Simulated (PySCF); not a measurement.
**Exercise with solution: chemical shift, span and skew from a shielding tensor**

B(F)2(OEt) (C2H5BF2O), SMILES O(CC)B(F)F. Atoms are numbered in the order given.

```xyz
11

B      0.6235    -0.0963     0.7184
F     -0.0843    -1.1796     1.0461
F      1.8400     0.0298     1.2300
O      0.1398     0.8519    -0.0982
C     -1.1484     0.7203    -0.6988
C     -1.0945    -0.1877    -1.9147
H     -1.8693     0.3381     0.0431
H     -1.4604     1.7367    -0.9819
H     -0.8154    -1.2121    -1.6226
H     -2.0787    -0.2284    -2.4070
H     -0.3563     0.1848    -2.6414
```
Charge 0, spin multiplicity 1.

Coordinates come from a ωB97X-D3(BJ)/def2-SVP optimisation. Other conformers were not sampled.

GIAO shieldings from PySCF with PBE/pcSseg-1, non-relativistic, no solvent. The symmetric part of the tensor of C6 has the principal values 141.3, 161.0, 180.0 ppm. The same nucleus in TMS has σ = 182.0 ppm at this level (PySCF, at its B3LYP-D3(BJ)/def2-TZVP geometry).

Question: Work out the isotropic shielding, the ¹³C shift against TMS, the span and the skew.

Answer: 
σ(iso) = (σ11 + σ22 + σ33)/3 = 160.8 ppm. δ = σ(ref) − σ(iso) = 182.0 − (160.8) = 21.2 ppm.
Span Ω = σ33 − σ11 = 38.7 ppm. Skew κ = 3(σ(iso) − σ22)/Ω = -0.02. Tumbling in solution averages the tensor to δ; in a static solid the shielding alone would spread this spin-1/2 line over Ω.
